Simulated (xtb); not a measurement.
Sn(Br)(NH2) (BrH₂NSn), SMILES [NH2][Sn][Br] (connectivity only; charge and spin as stated), neutral, multiplicity 1. All values are semi-empirical tight-binding results from xtb (GFN2-xTB unless named), good for trends rather than for accurate numbers. The structure is a stationary point at GFN2-xTB. The values are those of a single conformer.

For metal compounds this method's bond lengths and energies can be far off.

| Item | Result |
|---|---|
| point group as xtb finds it | Cs |
| orbital gap | 3.68 eV |
| zero-point energy | 15.0 kcal/mol |
| G − E(el) at 298.15 K (modified RRHO) | -4.3 kcal/mol |
